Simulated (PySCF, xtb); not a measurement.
ClH2Si, SMILES [SiH2]Cl (connectivity only; charge and spin as stated), charge +1, multiplicity 1.

xtb with GFN2-xTB at its own geometry gives an orbital gap of 3.99 eV.

Geometry: PBE-D3(BJ)/def2-TZVP. The spin state was assumed, not searched. The isomer is the one that the SMILES or the coordinates give; other isomers of the formula were not compared.

What does B3LYP/def2-TZVPD in PySCF give? (Estimate from the structure and the level; the computed values follow.)

gap 5.92 eV (levels -15.69 and -9.77 eV).
